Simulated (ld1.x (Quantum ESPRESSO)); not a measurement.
What one change does to a pseudopotential (Pd (Z = 46), RRKJ)

```json
{
 "Element": "Pd (Z = 46)",
 "Generator": "ld1.x (Quantum ESPRESSO) 7.5",
 "Type": "norm-conserving RRKJ (Kleinman–Bylander form)",
 "Functional": "LDA (PZ)",
 "Relativity": "scalar-relativistic",
 "Frozen core": "[Ar] 3d10",
 "Valence charge": "18",
 "Reference configuration": "4s2 4p6 4d10 5s0 5p0",
 "Partial waves": "4s (bound): rc 1.40 bohr; 4p (bound): rc 1.10 bohr; 4d (bound): rc 1.50 bohr",
 "Local potential": "all-electron potential smoothed inside 1.20 bohr (lloc = -1)",
 "Core correction": "a·sin(br)/r model core inside 0.55 bohr",
 "rho0": "0.02"
}
```

All-electron outer shells of the reference configuration (LDA (PZ), scalar-relativistic, ld1.x):

```
shell  level (eV)  outermost node (bohr)  outermost maximum (bohr)
   3p     -515.83                   0.15                      0.34
   3d     -325.96                      –                      0.28
   4s      -85.44                   0.45                      0.85
   4p      -51.36                   0.46                      0.91
   4d       -4.31                   0.45                      1.10
   5s       -3.62                   1.15                      2.64
   5p       -0.36                   1.31                      4.09
```

Change: all radii but the core radius scaled by about 0.80 (s 1.12, p 0.88, d 1.20 bohr); local potential all-electron potential smoothed inside 0.96 bohr (lloc = -1).

Cutoffs: the cutoffs (Ry, on a coarse ladder) from which the occupation-weighted sum of valence levels, in a spherical-Bessel basis at the reference potential, stays within 10 and 1 mRy of its value at 400 Ry; they do not see the model core or the augmentation charge, which bear on the density cutoff. Errors are all-electron minus pseudo energies relative to the spin-unpolarised reference configuration.

Task: What does the change do?

Result: The potential gets harder (120 Ry and 180 Ry → 140 Ry and 230 Ry); a bound ghost appears in s, which as a rule spoils a file; the number of tests that count goes from 9 to 8; of the 8 tests that both files solve, the error grows in 4 and shrinks in 2 by more than 15 % and 0.3 meV (median size 8.3 → 16.7 meV). A smaller radius makes the pseudo-wave follow the all-electron one further in, where it bends more sharply, so more plane waves are needed.

```tsv
quantity	base	changed
cutoff, loose	120 Ry	140 Ry
cutoff, tight	180 Ry	230 Ry
loose cutoff by channel (10 mRy a level)	s 60 Ry, p 100 Ry, d 50 Ry	s 100 Ry, p 90 Ry, d 50 Ry
bound ghosts	none	s
tests counted (converged, no solver errors)	9 of 9	8 of 9
error for 4s2 4p6 4d9 5s0 5p0, meV [ΔE 9.39 eV]	+0.2	+0.6
error for 4s2 4p6 4d8 5s0 5p0, meV [ΔE 30.47 eV]	+0.3	+2.9
error for 4s2 4p6 4d7 5s0 5p0, meV [ΔE 65.06 eV]	+5.5	+12
error for 4s2 4p6 4d9 5s0 5p1, meV [ΔE 5.32 eV]	+11	+27
error for 4s1 4p6 4d10 5s0 5p0, meV [ΔE 91.69 eV]	-82	-32
error for 4s2 4p5 4d10 5s0 5p0, meV [ΔE 57.34 eV]	-37	-31
error for 4s2 4p6 4d9 5s0 5p0 (spin-polarised), meV [ΔE 9.24 eV]	+4.4	+4.6
error for 4s2 4p6 4d8 5s0 5p0 (spin-polarised), meV [ΔE 29.83 eV]	+20	+21
```

Changed file: Tests not counted: 4s2 4p6 4d9 5s1 5p0 (solver errors, printed error -3.3 eV). A true bound ghost makes a file unfit for plane-wave use even where its test errors are small: the radial tests pick states by their node count and pass the ghost by. Where a test does run into it, the solver fails or the error is huge.
